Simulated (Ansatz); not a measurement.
Geometry optimisation, RHF/def2-SVP (Ansatz).

Input file:

```yaml
crystal:
  periodic: [false, false, false]
  atoms:
    - { symbol: O, position_ang: [-1.3182, 1.8108, 0.5559] }
    - { symbol: C, position_ang: [-0.6714, 0.6412, 0.4572] }
    - { symbol: Ge, position_ang: [1.2049, 0.9528, 0.8127] }
    - { symbol: "N", position_ang: [-0.8052, 0.0547, -0.8671] }
    - { symbol: Sn, position_ang: [-0.4256, -1.9848, -0.851] }
    - { symbol: H, position_ang: [-1.0007, 2.4684, -0.161] }
    - { symbol: H, position_ang: [-1.0402, -0.0278, 1.2491] }
    - { symbol: H, position_ang: [1.8836, 1.8455, -0.3044] }
    - { symbol: H, position_ang: [1.3861, 1.6994, 2.2275] }
    - { symbol: H, position_ang: [1.9935, -0.3994, 0.9208] }
    - { symbol: H, position_ang: [-0.2626, 0.5064, -1.5402] }
    - { symbol: H, position_ang: [-1.0649, -2.6944, 0.6354] }
    - { symbol: H, position_ang: [1.2602, -2.1655, -0.8825] }
    - { symbol: H, position_ang: [-1.1525, -2.7366, -2.2236] }
basis:
  gaussian: { orbitals: def2-SVP }
hamiltonian:
  xc: hf
relax:
  f_tol: 0.02
  max_steps: 50
output:
  orbitals: {}
```

Command:

```bash
$ ansatz run input.yaml --threads 2 --pin off --max-ram 3072MiB --backend cpu --events-out ev --progress --plain --runs-dir out
```

Where does it end, and by what steps?

It converged. After 21 steps the energy has fallen by 0.959 eV; H13 moved furthest, 1.83 Å.

| step | energy less start (eV) | largest force component (eV/Å) | accepted |
| --- | --- | --- | --- |
| 0 | 0.0000 | 4.403 | yes |
| 1 | -0.5436 | 1.598 | yes |
| 2 | -0.6600 | 0.628 | yes |
| 3 | -0.6766 | 0.930 | yes |
| 4 | -0.7147 | 0.402 | yes |
| 5 | -0.7448 | 0.284 | yes |
| 6 | -0.7683 | 0.454 | yes |
| 7 | -0.7978 | 0.486 | yes |
| 8 | -0.8201 | 0.455 | yes |
| 9 | -0.8817 | 0.389 | yes |
| 10 | -0.9059 | 0.296 | yes |
| 11 | -0.9248 | 0.252 | yes |
| 12 | -0.9321 | 0.462 | yes |
| 13 | -0.9470 | 0.135 | yes |
| 14 | -0.9493 | 0.087 | yes |
| 15 | -0.9535 | 0.074 | yes |
| 16 | -0.9508 | 0.124 | no |
| 17 | -0.9571 | 0.026 | yes |
| 18 | -0.9582 | 0.071 | yes |
| 19 | -0.9588 | 0.033 | yes |
| 20 | -0.9590 | 0.023 | yes |
| 21 | -0.9592 | 0.019 | yes |

```xyz
14
Properties=species:S:1:pos:R:3
O -1.328 1.036 0.259
C -0.128 0.356 0.560
Ge 1.314 1.635 1.057
N 0.304 -0.550 -0.456
Sn -0.903 -2.101 -1.045
H -1.220 1.544 -0.530
H -0.373 -0.216 1.456
H 1.678 2.444 -0.206
H 0.826 2.606 2.142
H 2.564 0.896 1.552
H 0.839 -0.117 -1.187
H -1.573 -2.739 0.387
H 0.116 -3.226 -1.830
H -2.128 -1.597 -2.129
```

Whether the end is a true minimum wasn't checked by a vibrational analysis.

Time of the run: 81 s on 2 threads of Intel(R) Xeon(R) Platinum 8488C (Sapphire Rapids), with other jobs on the host, peak memory 0.48 GiB.
